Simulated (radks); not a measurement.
Numerical settings for the rubidium ion Rb3+, [Ar] 3d10 4s2 4p4. Calculated with a radial shooting solver on a logarithmic mesh with Libxc functionals: Dirac Kohn-Sham, PBE, spin-unpolarised, spherical densities, point nucleus; open shells fill j = l - 1/2 first. The defaults (mesh step 0.008 in ln r, mesh end at 40 bohr or more with all orbitals vanishing there, Anderson mixing 0.5 over 9 steps, residual threshold near 1e-9 with the energy settled to 1e-9 hartree or 1e-11 of itself, here a cap of 99 iterations) give E = -2978.8352 hartree and 4p3/2 at -46.323 eV in 14 iterations. Run on one thread of a shared host, so times are rough (Intel(R) Xeon(R) 6975P-C): 0.09 s of CPU time, 0.09 s wall, 14 iterations on 2476 mesh points. Changes against that run (0 stands for a change within the tolerance of the run):

| setting | iterations | converged | E (mhartree) | e(4p3/2) (meV) | CPU (s) |
|---|---|---|---|---|---|
| mesh step in ln r 0.02 | 14 | yes | 0 | 0 | 0.04 |
| mesh step in ln r 0.08 | 4 | no | diverged | - | 0.01 |
| mesh step in ln r 0.012 | 14 | yes | 0 | 0 | 0.06 |
| mesh end (bohr) 3 | 14 | yes | +319 | +4.23e+03 | 0.08 |
| mesh end (bohr) 12 | 14 | yes | 0 | 0 | 0.08 |
| residual threshold 0.1 | 9 | yes | 0 | +0.352 | 0.07 |
| residual threshold 0.01 | 9 | yes | 0 | +0.352 | 0.07 |
| mixing 0.05 | 19 | yes | 0 | 0 | 0.11 |
| linear mixing, mixing 0.8 | 35 | yes | 0 | 0 | 0.17 |
| linear mixing, mixing 1 | 99 | no | 0 | -1.33 | 0.58 |
| mixing history 2 | 17 | yes | 0 | 0 | 0.09 |
| iteration cap 8 | 8 | no | 0 | +0.352 | 0.05 |

Settings that end as converged yet miss the energy by more than 1 mhartree: mesh end (bohr) 3 (+0.319 hartree). A mesh that ends early acts as a hard wall.
